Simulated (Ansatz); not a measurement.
Input for Ansatz (a first-principles code): R-revPBE/def2-TZVPP on CH4F2Si (SMILES C[SiH](F)F).

Ansatz 0.2 input:
```yaml
crystal:
  periodic: [false, false, false]
  atoms:
    - {symbol: Si, position_ang: [0.85048053, 0.04092055, 0.07441872]}
    - {symbol: F, position_ang: [1.32564115, 1.52632094, -0.26842293]}
    - {symbol: F, position_ang: [1.50898128, -0.91861112, -1.01892850]}
    - {symbol: C, position_ang: [-0.98802042, -0.06566538, -0.02748171]}
    - {symbol: H, position_ang: [1.42034916, -0.31803980, 1.38302058]}
    - {symbol: H, position_ang: [-1.32645035, -1.08262627, 0.18138011]}
    - {symbol: H, position_ang: [-1.45292026, 0.60391023, 0.69908842]}
    - {symbol: H, position_ang: [-1.33816107, 0.21369086, -1.02307469]}
basis:
  gaussian:
    orbitals: def2-TZVPP
hamiltonian:
  xc: {name: revPBE}
scf: {lower_state_search: off}
```

It printed:

```
WARN ansatz: RAYON_NUM_THREADS=4 ignored (pool sized by the plan → 4); use --threads N
Functional definition: revPBE
these checks for a lower state are left out or cut short: stability, starts, cluster_reference, orbital_swaps, neighbouring_geometries, increment
integrals: 0.09 GiB planned
1016 factors; their error is unknown
mean field: 0.72 GiB planned
mean field evaluation 1: about -14407.1087 eV, gradient 7.2e1 eV
mean field evaluation 2: about -14393.4055 eV, gradient 1.1e2 eV
mean field evaluation 4: about -14416.6926 eV, gradient 8.1e0 eV
mean field evaluation 8: about -14416.8229 eV, gradient 5.0e-2 eV
mean field evaluation 16: about -14416.7984 eV, gradient 3.8e-5 eV
mean field -14416.79840231 eV, -529.8075692279 hartree, gradient 7.0e-6 eV, S^2 0.000000; 0 other end points of the search recorded, 0 dependent functions left out
reference -14416.79844726 eV, -529.8075708799 hartree; 21, 21 occupied and 170, 170 virtual orbitals, 1016 factors
Total energy: -14416.79844726 eV, -529.8075708799 hartree
Checks for a lower state left out: stability, starts, cluster_reference, orbital_swaps, neighbouring_geometries, increment
```

The run converged.

Cost: roughly 4 core-seconds.
